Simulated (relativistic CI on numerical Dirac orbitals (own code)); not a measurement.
**Nb8+: sensitivity of the levels to the model**

Base calculation: Dirac-Coulomb-Breit CI, KLI orbitals optimised for each configuration, a model potential for QED, unscaled Slater integrals.

Configuration list (outside the closed core [Ar] 3d10): 4s2 4p3, 4s 4p4, 4p5, 4s2 4p2 4d, 4s 4p3 4d, 4s2 4p2 4f, 4s 4p3 4f, 4s2 4p2 5s, 4p4 4d, 4s2 4p2 5p, 4s 4p2 4d2, 4s2 4p 4d 5p, 4s2 4p 4d2, 4s2 4d3, 4s 4p 4d3, 4s2 4d2 4f, 4s 4p 4d2 4f, 4s2 4d2 5s, 4p3 4d2, 4p2 4d3, 4p2 4d2 4f, 4p2 4d2 5s. Double excitations out of closed p, d and f shells are left out; levels of such configurations are missing from the list, as are those of other unlisted configurations, and high levels can miss mixing partners. These lack a partner that the ground configuration has and come out too high: 4s2 4p2 5p.

The lowest level and the first level of each name with at least 55 % of one term (blank where a level has no safe partner in the second run):

```tsv
Level	Base (cm⁻¹)	Shift (cm⁻¹)
4s2 4p3 4S°_3/2	0	0
4s2 4p3 2D°_3/2	26831	+2300
4s2 4p3 2D°_5/2	33788	+3467
4s2 4p3 2P°_1/2	53936	-1334
4s2 4p3 2P°_3/2	65093	-96
4s 4p4 4P_5/2	203860	+9551
4s 4p4 4P_3/2	215928	+10075
4s 4p4 4P_1/2	220243	+10250
4s 4p4 2D_3/2	254412	+28327
4s 4p4 2D_5/2	258058	+27706
4s2 4p2 4d 4F_3/2	323076	
4s2 4p2 4d 4F_5/2	327958	
4s2 4p2 4d 4F_7/2	335598	
4s2 4p2 4d 2F_5/2	338607
```

At this charge configurations can still be misplaced by up to about 7 % of their energy.

Q: One thing was changed in a second run, which moved the levels as shown. Which?
A. QED terms removed
B. Breit term removed
C. non-relativistic limit
D. only the first 3 configurations

A: D. Only the first 3 configurations. With fewer configurations the levels that remain lose their mixing partners.

LS names give the leading component of a level, which can be under half, so a name can repeat, a term be missing and a line seem to break the LS rules.
